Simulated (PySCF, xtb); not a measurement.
Si(Me)(OH)3 (CH₆O₃Si), SMILES O[Si](O)(O)C. One conformer was computed; it need not be the lowest.

Harmonic wavenumbers (cm⁻¹) from GFN2-xTB run with xtb 6.7.1 at its own minimum, in rising order: 98, 158, 159, 230, 230, 242, 288, 289, 323, 696, 810, 810, 819, 829, 829, 859, 950, 950, 1394, 1497, 1497, 3046, 3046, 3053, 3705, 3705, 3705.

### Question
What does PBE-D3(BJ)/def2-SVP run with PySCF 2.14.0 give at its own minimum? (An estimate is asked for; the answer gives what the named calculation found.)

### Answer
34, 34, 135, 237, 237, 290, 290, 306, 339, 660, 739, 739, 751, 800, 800, 887, 924, 924, 1229, 1379, 1379, 2985, 3088, 3088, 3768, 3768, 3769. Paired by order, the mean absolute difference is 53 cm⁻¹ and the zero-point energies are 48.9 and 48.0 kcal/mol.
